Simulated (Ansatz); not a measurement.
`NCBF` + `N[SiH3]` → `FBN[SiH3]` + CH₃NH₂ at 400 K and 1 bar (ligand exchange at a B–C bond).

Isolated molecules relaxed with PBE0-D4/def2-TZVP in Ansatz; ΔE leaves out vibrations. CCSD(T)/CBS is the MP2 limit (def2-TZVPP, def2-QZVPP) plus CCSD(T) − MP2 in def2-TZVPP, frozen cores. This one scheme is used for every species. Each species was taken in one conformer, which may not be the lowest.

```tsv
species	CCSD(T)/CBS energy (Eh)	H − E (kJ/mol)	S (J/(mol·K))
`NCBF`	-220.39333	207.6	321.7
`N[SiH3]`	-346.80422	153.0	285.3
`FBN[SiH3]`	-471.49367	179.7	346.0
CH₃NH₂	-95.75281	185.4	256.0
```

H − E and S are ideal-gas, rigid-rotor, harmonic terms from PBE0-D4/def2-TZVP, for one conformer and one mirror image of each species. 1 Eh = 2625.50 kJ/mol, R = 8.31446 J/(mol·K).

Task: By hand: ΔE, ΔH, ΔS and ΔG.

Result: ΔE = (-471.49367) + (-95.75281) − (-220.39333) − (-346.80422) = -0.04893 Eh = -128.5 kJ/mol. Δ(H − E) = 179.7 + 185.4 − 207.6 − 153.0 = 4.5, so ΔH = -124.0 kJ/mol. ΔS = 346.0 + 256.0 − 321.7 − 285.3 = -5.0 J/(mol·K). ΔG = -124.0 − 400 × (-5.0)/1000 = -122.0 kJ/mol.

Task: By hand: the equilibrium constant, and the temperature at which ΔG would vanish if ΔH and ΔS stayed fixed.

Result: log₁₀ K = −ΔG/(RT ln 10) = 15.9. ΔG = 0 at ΔH/ΔS = 24800 K, far beyond where these terms or the molecules hold.

The number of gas molecules stays the same, so ΔS is small and ΔH decides. A doubt of 5 kJ/mol in ΔE shifts log₁₀ K by 0.7 here. Other conformers and mirror images would add mixing entropy, several J/(mol·K) or more a flexible species. These are equilibria of isolated gas molecules and say nothing of rates. Largest T1 diagnostic: 0.012 (customary marks: 0.02 for closed shells, 0.045 for open ones).
